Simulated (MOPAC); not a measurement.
MOPAC input (PM7):

```
PM7 FORCE THERMO(298,298) PRECISE LET CHARGE=-1 GEO-OK AUX(PRECISION=9) THREADS=1
C2H7GeO

C    -2.82900519 1   -0.37132897 1    0.31360619 1
C    -1.37003829 1   -0.26090327 1    0.80293604 1
O    -0.60451640 1   -0.03096223 1   -0.32049292 1
Ge    1.08225427 1    0.13693460 1   -0.08016882 1
H    -3.11220515 1    0.55139849 1   -0.20265623 1
H    -2.90860873 1   -1.18078804 1   -0.41891073 1
H    -3.51546031 1   -0.55480195 1    1.13684130 1
H    -1.04199198 1   -1.20117617 1    1.28780656 1
H    -1.25165081 1    0.58329041 1    1.51013921 1
H     1.92468458 1   -1.05279321 1   -0.11600847 1
H     1.63018173 1    1.45948480 1    0.19726422 1
```

Output:

```
 *******************************************************************************
 **                                                                           **
 **                              MOPAC v23.2.5                                **
 **                                                                           **
 *******************************************************************************
 ** MOPAC's Digital Object Identifier: https://doi.org/10.5281/zenodo.6511958 **
 **                                                                           **
 ** Please cite the open-source release paper for use of this MOPAC version:  **
 ** J. E. Moussa and J. J. P. Stewart (2026)                                  **
 ** MOPAC: An open-source semiempirical molecular orbital program             **
 ** J. Open Source Softw., 11(119), 8025, https://doi.org/10.21105/joss.08025 **
 *******************************************************************************

                              PM7 CALCULATION RESULTS

 *******************************************************************************
 *  PM7        - The PM7 Hamiltonian to be used
 *  GEO-OK     - OVERRIDE INTERATOMIC DISTANCE AND OTHER SAFETY CHECKS
 *
 *
 *
 *                 CHARGE ON SYSTEM = -1
 *
 *
 *
 *  LET        - OVERRIDE SOME SAFETY CHECKS
 *  PRECISE    - TIGHTER CRITERIA TO BE USED
 *  FORCE      - FORCE CALCULATION SPECIFIED
 *  AUX        - OUTPUT AUXILIARY INFORMATION
 *  THERMO     - THERMODYNAMIC QUANTITIES TO BE CALCULATED
 *******************************************************************************
PM7 FORCE THERMO(298,298) PRECISE LET CHARGE=-1 GEO-OK AUX(PRECISION=9) THREADS=1
 C2H7GeO

   ATOM   CHEMICAL          X               Y               Z
  NUMBER   SYMBOL      (ANGSTROMS)     (ANGSTROMS)     (ANGSTROMS)

     1       C         -2.82900519  *  -0.37132897  *   0.31360619  *
     2       C         -1.37003829  *  -0.26090327  *   0.80293604  *
     3       O         -0.60451640  *  -0.03096223  *  -0.32049292  *
     4      Ge          1.08225427  *   0.13693460  *  -0.08016882  *
     5       H         -3.11220515  *   0.55139849  *  -0.20265623  *
     6       H         -2.90860873  *  -1.18078804  *  -0.41891073  *
     7       H         -3.51546031  *  -0.55480195  *   1.13684130  *
     8       H         -1.04199198  *  -1.20117617  *   1.28780656  *
     9       H         -1.25165081  *   0.58329041  *   1.51013921  *
    10       H          1.92468458  *  -1.05279321  *  -0.11600847  *
    11       H          1.63018173  *   1.45948480  *   0.19726422  *

          CARTESIAN COORDINATES

    NO.       ATOM           X           Y           Z

     1         C         -2.8290     -0.3713      0.3136
     2         C         -1.3700     -0.2609      0.8029
     3         O         -0.6045     -0.0310     -0.3205
     4        Ge          1.0823      0.1369     -0.0802
     5         H         -3.1122      0.5514     -0.2027
     6         H         -2.9086     -1.1808     -0.4189
     7         H         -3.5155     -0.5548      1.1368
[...]
 VIBRATION         23   10A"          ATOM PAIR      ENERGY CONTRIBUTION    RADIAL
 FREQUENCY          2633.85         C  2 -- H  8         +46.2% ( 70.7%)     98.3%
 TRANSITION DIPOLE   0.0259         C  2 -- H  9         +46.2% ( 70.7%)     98.3%
 TRAVEL (Ang.)       0.2374         C  1 -- H  6          +2.4% ( 16.1%)     98.3%
 REDUCED MASS        0.4541         C  1 -- H  5          +2.4% ( 16.1%)     98.3%
 EFFECTIVE MASS      1.4418
 FORCE CONSTANT      1.8562

 VIBRATION         24   11A"          ATOM PAIR      ENERGY CONTRIBUTION    RADIAL
 FREQUENCY          2689.71         C  1 -- H  6         +46.8% ( 70.5%)     97.7%
 TRANSITION DIPOLE   0.5939         C  1 -- H  5         +46.8% ( 70.5%)     97.8%
 TRAVEL (Ang.)       0.2348         C  2 -- H  9          +2.3% ( 15.5%)     97.8%
 REDUCED MASS        0.4548         C  2 -- H  8          +2.3% ( 15.5%)     97.8%
 EFFECTIVE MASS      1.4579
 FORCE CONSTANT      1.9387

 VIBRATION         25   14A'          ATOM PAIR      ENERGY CONTRIBUTION    RADIAL
 FREQUENCY          2693.94         C  2 -- H  8         +27.4% ( 52.6%)     97.4%
 TRANSITION DIPOLE   0.2605         C  2 -- H  9         +27.4% ( 52.6%)     97.4%
 TRAVEL (Ang.)       0.3224         C  1 -- H  7         +26.1% ( 51.5%)     99.8%
 REDUCED MASS        0.2408         C  1 -- H  6          +9.0% ( 30.2%)     87.8%
 EFFECTIVE MASS      1.3023
 FORCE CONSTANT      1.0297

 VIBRATION         26   15A'          ATOM PAIR      ENERGY CONTRIBUTION    RADIAL
 FREQUENCY          2704.84         C  1 -- H  7         +43.5% ( 66.6%)     99.5%
 TRANSITION DIPOLE   0.3311         C  2 -- H  8         +19.5% ( 44.6%)     96.6%
 TRAVEL (Ang.)       0.2984         C  2 -- H  9         +19.5% ( 44.6%)     96.6%
 REDUCED MASS        0.2800         C  1 -- H  5          +8.2% ( 28.9%)     84.7%
 EFFECTIVE MASS      1.3665
 FORCE CONSTANT      1.2071

 VIBRATION         27   16A'          ATOM PAIR      ENERGY CONTRIBUTION    RADIAL
 FREQUENCY          2785.71         C  1 -- H  6         +33.8% ( 55.9%)     96.2%
 TRANSITION DIPOLE   0.3928         C  1 -- H  5         +33.8% ( 55.9%)     96.2%
 TRAVEL (Ang.)       0.2736         C  1 -- H  7         +31.5% ( 53.9%)     95.7%
 REDUCED MASS        0.3234         C  2 -- H  9          +0.3% (  5.3%)     66.3%
 EFFECTIVE MASS      1.1230
 FORCE CONSTANT      1.4787

      SYMMETRY NUMBER FOR POINT-GROUP Cs  =  1

          SYSTEM IS A GROUND STATE

 C2H7GeO

          MOLECULE IS NOT LINEAR

          THERE ARE 27 GENUINE VIBRATIONS IN THIS SYSTEM
          THIS THERMODYNAMICS CALCULATION IS LIMITED TO
          MOLECULES WHICH HAVE NO INTERNAL ROTATIONS

                    CALCULATED THERMODYNAMIC PROPERTIES
                                          *
   TEMP. (K)   PARTITION FUNCTION   H.O.F.    ENTHALPY  HEAT CAPACITY ENTROPY
                                   KCAL/MOL   CAL/MOLE    CAL/K/MOL  CAL/K/MOL

 298.00  VIB.     0.6756D+02                  2571.5003    16.1675    17.0014
         ROT.     0.8697D+05                   888.2803     2.9808    25.5818
         INT.     0.5876D+07                  3459.7807    19.1483    42.5832
         TRA.     0.1266D+28                  1480.4672     4.9680    40.2509
         TOT.                      -84.334    4940.2478    24.1163    82.8341

   *: NOTE: HEATS OF FORMATION ARE RELATIVE TO THE
            ELEMENTS IN THEIR STANDARD STATE AT 298K
              (=  Standard Enthalpy of Formation).

            Hvib:  Zero-point energy is not included.
                   frequencies of less than zero cm-1 are not included.
            Hrot = (3/2)RT
            Htra = (3/2)RT + pV = (5/2)RT

            Heat capacity is Cp, not Cv

          For more information, see: HTTP://OpenMOPAC.net/Manual/thermochemistry.html

           FORCE CONSTANT IN CARTESIAN COORDINATES (Millidynes/A)

    ATOM   CHEMICAL       X               Y               Z
   NUMBER   SYMBOL  FORCE CONSTANT  FORCE CONSTANT  FORCE CONSTANT

      1       C        6.535317        6.679864        6.308480
      2       C        6.770855        7.735258        6.425506
      3       O        4.164052        6.169569        0.703105
      4      Ge        3.638847        0.972349        3.688012
      5       H        1.192927        1.411497        2.842336
      6       H        1.193264        1.411234        2.842262
      7       H        1.257260        3.619817        0.564328
      8       H        1.246925        1.504180        2.799295
      9       H        1.247257        1.503940        2.799202
     10       H        0.814603        0.093869        2.244482
     11       H        0.814978        0.093902        2.244074

 **********************
 *                    *
 * JOB ENDED NORMALLY *
 *                    *
 **********************

 == MOPAC DONE ==
```

The dipole moment of an ion depends on the origin.
